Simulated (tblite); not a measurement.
Species: C4H9B2FO.
Numbering: `[CH2:1]=[C:2]([F:3])[O:4][BH:5][B:6]([CH3:7])[CH3:8]` (hydrogens: H9, H10 on C1; H11 on B5; H12, H13, H14 on C7; H15, H16, H17 on C8)

Computed with GFN2-xTB (tblite), gas phase: L-BFGS steps from a force-field or distance-geometry start until the largest atomic force falls under 0.01 eV/Å.

The end geometry, which sets the zero of energy:
```
atom  x, y, z in Å
C1     -3.6328    0.4341    0.3984
C2     -2.5952    0.1667   -0.3775
F3     -2.7988   -0.1147   -1.6877
O4     -1.3309    0.1422    0.0194
B5     -0.2162   -0.0896   -0.7254
B6      1.2887   -0.1241   -0.0108
C7      1.8977   -1.4590    0.5841
C8      2.2286    1.1509    0.0187
H9     -4.6287    0.4297    0.0007
H10    -3.4884    0.6588    1.4364
H11    -0.3441   -0.2886   -1.8897
H12     2.2242   -1.3014    1.6114
H13     1.2286   -2.3157    0.5770
H14     2.7936   -1.7382    0.0297
H15     1.7234    2.0132    0.4514
H16     2.4797    1.4418   -1.0014
H17     3.1637    1.0061    0.5554
```

Task: These geometries come from the run, each turned onto the end geometry. Order them by energy, lowest first.
A.
```
atom  x, y, z in Å
C1     -3.6004    0.4143    0.4383
C2     -2.6000    0.1653   -0.3942
F3     -2.8549   -0.2194   -1.6712
O4     -1.3142    0.2367   -0.0908
B5     -0.2068   -0.0596   -0.8327
B6      1.2779   -0.0506   -0.0708
C7      1.8168   -1.4038    0.5609
C8      2.2809    1.1674    0.0509
H9     -4.6160    0.2711    0.1115
H10    -3.3777    0.7025    1.4517
H11    -0.3617   -0.4345   -1.9514
H12     2.1333   -1.2583    1.5921
H13     1.1172   -2.2367    0.5611
H14     2.7013   -1.7358    0.0096
H15     1.8035    2.0419    0.4908
H16     2.6456    1.4914   -0.9278
H17     3.1482    0.9203    0.6622
```
B.
```
atom  x, y, z in Å
C1     -3.6321    0.4023    0.4119
C2     -2.6108    0.1731   -0.3976
F3     -2.8419   -0.1860   -1.6834
O4     -1.3355    0.2434   -0.0431
B5     -0.2244   -0.0635   -0.7672
B6      1.2764   -0.0689   -0.0380
C7      1.8489   -1.4183    0.5593
C8      2.2794    1.1535    0.0490
H9     -4.6440    0.3271    0.0681
H10    -3.4492    0.6828    1.4299
H11    -0.3718   -0.4174   -1.8924
H12     2.1880   -1.2594    1.5822
H13     1.1719   -2.2685    0.5536
H14     2.7405   -1.7069    0.0016
H15     1.8174    2.0377    0.4838
H16     2.6016    1.4505   -0.9483
H17     3.1785    0.9306    0.6207
```
C.
```
atom  x, y, z in Å
C1     -3.2778    0.3200    0.5694
C2     -2.4335    0.0077   -0.4011
F3     -2.8784   -0.5136   -1.5693
O4     -1.1278    0.1576   -0.3131
B5     -0.0749   -0.0626   -1.1541
B6      1.3423    0.0259   -0.2688
C7      1.5192   -1.3405    0.5298
C8      2.2784    1.2515    0.1085
H9     -4.3326    0.2112    0.4560
H10    -2.8939    0.7437    1.4756
H11    -0.2923   -0.4961   -2.2357
H12     1.7404   -1.1726    1.5827
H13     0.6264   -1.9614    0.4710
H14     2.3314   -1.9427    0.1230
H15     1.6381    2.0531    0.4791
H16     2.8056    1.6822   -0.7449
H17     3.0227    1.0489    0.8822
```
D.
```
atom  x, y, z in Å
C1     -2.9592    0.2484    0.6748
C2     -2.2543    0.1287   -0.4407
F3     -2.7096   -0.6724   -1.4421
O4     -1.0264    0.5751   -0.5951
B5      0.0024    0.1015   -1.3945
B6      1.2608   -0.0549   -0.3399
C7      1.3340   -1.3589    0.5615
C8      2.1189    1.1808    0.1139
H9     -3.8788   -0.2946    0.7700
H10    -2.6125    0.8505    1.4960
H11    -0.1836   -0.1911   -2.5252
H12     1.5591   -1.0763    1.5903
H13     0.4011   -1.9195    0.5475
H14     2.0960   -2.0897    0.2826
H15     1.3537    1.9069    0.3914
H16     2.7115    1.6590   -0.6649
H17     2.7801    1.0186    0.9644
```
E.
```
atom  x, y, z in Å
C1     -3.6489    0.4200    0.3934
C2     -2.5978    0.1775   -0.3723
F3     -2.7869   -0.1305   -1.6788
O4     -1.3350    0.1975    0.0303
B5     -0.2174   -0.0704   -0.6979
B6      1.2907   -0.0978    0.0062
C7      1.8834   -1.4532    0.5714
C8      2.2537    1.1589    0.0229
H9     -4.6404    0.3710   -0.0132
H10    -3.5215    0.6718    1.4271
H11    -0.3409   -0.3442   -1.8479
H12     2.2200   -1.3279    1.5994
H13     1.2009   -2.2988    0.5467
H14     2.7697   -1.7301    0.0020
H15     1.7701    2.0370    0.4475
H16     2.5050    1.4298   -1.0027
H17     3.1884    1.0015    0.5559
```

Result: E (0.002 eV), B (0.015 eV), A (0.034 eV), C (0.186 eV), D (0.462 eV).

In the order of the answer:

```json
{"step": "62", "E above end (eV)": "0.002", "largest force (eV/Å)": "0.03", "rms force component (eV/Å)": "0.008", "rms distance from end (Å)": "0.039", "rms bond change (Å)": "0.001", "bond most changed (Å)": "B5–B6 -0.002"}
{"step": "50", "E above end (eV)": "0.015", "largest force (eV/Å)": "0.08", "rms force component (eV/Å)": "0.025", "rms distance from end (Å)": "0.086", "rms bond change (Å)": "0.001", "bond most changed (Å)": "B5–B6 +0.002"}
{"step": "43", "E above end (eV)": "0.034", "largest force (eV/Å)": "0.23", "rms force component (eV/Å)": "0.092", "rms distance from end (Å)": "0.122", "rms bond change (Å)": "0.003", "bond most changed (Å)": "C1–H10 +0.005"}
{"step": "32", "E above end (eV)": "0.186", "largest force (eV/Å)": "0.33", "rms force component (eV/Å)": "0.086", "rms distance from end (Å)": "0.439", "rms bond change (Å)": "0.004", "bond most changed (Å)": "B6–C7 +0.009"}
{"step": "7", "E above end (eV)": "0.462", "largest force (eV/Å)": "0.59", "rms force component (eV/Å)": "0.147", "rms distance from end (Å)": "0.700", "rms bond change (Å)": "0.009", "bond most changed (Å)": "O4–B5 +0.026"}
```

What follows is the cost of the whole relaxation. The run took 1.0 s of wall time on an AMD EPYC with one thread, no GPU (shared host).
